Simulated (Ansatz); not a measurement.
Two isomers of CH7BOSi: A = `B[SiH2]OC`, B = `BC[SiH2]O`.

Calculated with Ansatz (gas phase, PBE0-D4/def2-TZVP geometries, no zero-point term in ΔE). CCSD(T)/CBS adds triple-zeta CCSD(T) − MP2 to the extrapolated MP2 energy (def2 sets, frozen cores). DFT in def2-TZVPP. B3LYP here is the variant with VWN-RPA as its local correlation; programs differ in this. One conformer a species, not always the lowest.

A:

```xyz
11

B     0.813    2.265    0.044
Si    0.321    0.394    0.545
O    -0.383   -0.398   -0.718
C    -0.816   -1.732   -0.617
H     0.608    2.734   -1.036
H     1.339    2.963    0.863
H     1.541   -0.350    0.998
H    -0.608    0.411    1.721
H     0.013   -2.408   -0.374
H    -1.591   -1.846    0.151
H    -1.236   -2.032   -1.578
```

B:

Z-matrix (Å, degrees):
```
C
Si 1 1.887
B 1 1.533 2 110.4
H 1 1.096 2 103.9 3 -122.2
H 1 1.095 2 103.3 3 122.5
O 2 1.648 1 110.9 3 -175.7
H 2 1.488 1 109.1 3 62.3
H 2 1.481 1 110.9 3 -59.4
H 3 1.198 1 120.7 2 88.3
H 3 1.198 1 120.8 2 -88.4
H 6 0.958 2 117.9 1 -67.9
```

(1) Which is lower in electronic energy at CCSD(T)/CBS, and by how much? (Best estimate.)

(2) Give E(B) − E(A) in kJ/mol with B2PLYP, BLYP-D4, MP2/def2-TZVPP, B3LYP, B3LYP-D4, r2SCAN-D4, CCSD(T)/def2-TZVPP. (Best estimate.)

(3) Does the order hold for the free energy at 298.15 K (harmonic terms from PBE0-D4)? (An estimate is asked.)

Largest T1 diagnostic: 0.011.

## Answers

(1) The calculation gave: B, by 145.8 kJ/mol.

(2) Computed: B2PLYP -141.7, BLYP-D4 -133.2, MP2/def2-TZVPP -155.8, B3LYP -134.8, B3LYP-D4 -136.4, r2SCAN-D4 -145.9, CCSD(T)/def2-TZVPP -142.4. None reverses the order clearly.

(3) Computed: Yes: G(B) − G(A) = -144.7 kJ/mol, for one conformer each.

From BLYP to BHLYP (50 % exact exchange), in def2-TZVPP and without D4, E(B) − E(A) moves by −5.6 kJ/mol. In def2-TZVPP, CCSD(T) changes the Hartree–Fock value by −14.9 kJ/mol (the triples alone add −2.1 kJ/mol) and MP2 by −28.4 kJ/mol.
